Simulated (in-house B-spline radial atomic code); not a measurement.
Inner levels of arsenic as electrons are removed. A shift is the extra binding of the orbital against the neutral atom ([Ar] 3d10 4s2 4p3). Computed with an all-electron radial atomic-structure program (B-spline basis): non-relativistic Hartree-Fock, average of the configuration, point nuclei.

This level leaves out relativity, spin-orbit splitting included, which matters for heavy ions.

| ion | configuration | shift of 1s (eV) | radius of 1s (bohr) | Σ<r²> (bohr²) | change of density at nucleus (bohr⁻³) |
| --- | --- | --- | --- | --- | --- |
| As17+ | [Ne] 3s2 3p4 | 640.1 | 0.046366 | 2.1891 | 137.63 |
| As18+ | [Ne] 3s2 3p3 | 704.24 | 0.046359 | 1.8437 | 159.98 |
| As19+ | [Ne] 3s2 3p2 | 770.19 | 0.046352 | 1.5159 | 183.2 |
| As20+ | [Ne] 3s2 3p1 | ? | ? | ? | ? |
| As21+ | [Ne] 3s2 | 907.53 | 0.046335 | 0.90803 | 232.26 |
| As22+ | [Ne] 3s1 | 974.51 | 0.046332 | 0.60992 | -4.6436 |
| As23+ | [He] 2s2 2p6 | 1042.93 | 0.046329 | 0.32388 | -254.29 |
| As24+ | [He] 2s2 2p5 | 1216.42 | 0.046283 | 0.27929 | -181.35 |
| As25+ | [He] 2s2 2p4 | ? | ? | ? | ? |
| As26+ | [He] 2s2 2p3 | ? | ? | ? | ? |
| As27+ | [He] 2s2 2p2 | 1762.19 | 0.046128 | 0.15979 | 51.411 |
| As28+ | [He] 2s2 2p1 | 1952.48 | 0.046072 | 0.12419 | 133.7 |
| As29+ | [He] 2s2 | 2146.92 | 0.046013 | 0.09048 | 218.35 |
| As30+ | [He] 2s1 | 2316.26 | 0.046007 | 0.047306 | -1007.02 |
| As31+ | 1s2 | 2488.2 | 0.045977 | 0.0056453 | -2282.31 |
| As32+ | 1s1 | 3044.9 | 0.045455 | 0.0027548 | -13262 |

Task: Fill in the row of As20+.

Result: shift of 1s (eV): 837.95; radius of 1s (bohr): 0.046344; Σ<r²> (bohr²): 1.2043; change of density at nucleus (bohr⁻³): 207.29.

Task: Fill in the row of As25+.

Result: shift of 1s (eV): 1394.14; radius of 1s (bohr): 0.046234; Σ<r²> (bohr²): 0.23719; change of density at nucleus (bohr⁻³): -106.1.

Task: Fill in the row of As26+.

Result: shift of 1s (eV): 1576.07; radius of 1s (bohr): 0.046182; Σ<r²> (bohr²): 0.19741; change of density at nucleus (bohr⁻³): -28.517.
